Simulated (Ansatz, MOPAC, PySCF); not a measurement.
Lewis adduct: BH3 (SMILES B) (first 4 atoms) with AsH3 (SMILES [AsH3]); geometry from B3LYP-D3(BJ)/def2-TZVP, rigid monomers moved along the line of their centres of mass till B1···As5 is 3.76 Å.
(charge 0, multiplicity 1):
```xyz
8

B     -0.0052    -0.0598     0.6296
H     -0.8662     0.7776     0.5787
H     -0.3529    -1.1824     0.3770
H      1.0665     0.2658     0.1928
As     0.6790    -0.2625     4.3248
H     -0.4430    -0.6524     5.2566
H      1.1517     0.9737     5.0513
H      1.7274    -1.2277     4.8234
```

Monomers are frozen at their geometry in the pair; levels with a basis set take the counterpoise correction.

The state that PM7 reach isn't checked; PM7 holds dispersion and hydrogen-bond terms.

Programs: Ansatz (an electronic-structure program) with Gaussian orbitals; MOPAC for PM7 (differences of heats of formation); PySCF for the dispersion terms. Each number belongs to the level named beside it.

**Question.** One of these levels gives -15.5 kJ/mol for the interaction energy. Name it.
A. PBE-D3(BJ)/def2-TZVPPD
B. PM7
C. r2SCAN-D3(BJ)/def2-TZVPPD

**Answer.** C, r2SCAN-D3(BJ)/def2-TZVPPD. The others give -11.5 (PM7), -17.4 (PBE-D3(BJ)/def2-TZVPPD)
